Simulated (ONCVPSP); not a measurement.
## Configuration tests for Ru (Z = 44) (ONCV)

* Element: ruthenium (Ru)
* Generator: ONCVPSP 4.0.1
* Type: optimised norm-conserving Vanderbilt (ONCV)
* Functional: PBE
* Relativity: fully relativistic
* Frozen core: [Ar] 3d10
* Valence charge: 16
* Reference configuration: 4s2 4p6 4d6 5s2
* Partial waves: 4s+5s: rc 1.45 bohr, ncon 4, nbas 7, qcut 6.4 1/bohr, 2 projectors; 4p: rc 1.50 bohr, ncon 4, nbas 7, qcut 9.7 1/bohr, 2 projectors, debl 1.3 Ha; 4d: rc 1.45 bohr, ncon 4, nbas 8, qcut 7.1 1/bohr, 1 projector
* Local potential: polynomial inside 1.25 bohr (lpopt 5, dvloc0 4 Ha)
* Core correction: none

Open shells are filled in proportion to 2j + 1.

In the p channel the program set the typed energies aside and used -1.782, 0.250 Ha (j = l + 1/2; the other j can differ).

Energies are relative to the spin-unpolarised reference configuration 4s2 4p6 4d6 5s2; without spin polarisation the order of configurations can differ from experiment.

Problem. Give the all-electron excitation energy and the error of the potential for: 4s2 4p6 4d7 5s1; 4s2 4p6 4d7 5s0; 4s2 4p6 4d6 5s0; 4s2 4p6 4d5 5s0.

Solution.

```json
{"valence configuration": "4s2 4p6 4d7 5s1", "charge": "0", "ΔE all-electron (eV)": "-1.700", "error AE − PS (meV)": "-0.9"}
{"valence configuration": "4s2 4p6 4d7 5s0", "charge": "+1", "ΔE all-electron (eV)": "5.593", "error AE − PS (meV)": "-1.9"}
{"valence configuration": "4s2 4p6 4d6 5s0", "charge": "+2", "ΔE all-electron (eV)": "23.779", "error AE − PS (meV)": "-0.9"}
{"valence configuration": "4s2 4p6 4d5 5s0", "charge": "+3", "ΔE all-electron (eV)": "54.399", "error AE − PS (meV)": "+1.4"}
```

Levels in the configuration 4s2 4p6 4d5 5s0:

| level | all-electron (eV) | pseudo (eV) |
| --- | --- | --- |
| 4s j=1/2 | -111.025 | -111.037 |
| 4p j=3/2 | -79.596 | -79.601 |
| 4p j=1/2 | -83.087 | -83.093 |
| 4d j=5/2 | -37.179 | -37.174 |
| 4d j=3/2 | -37.594 | -37.589 |
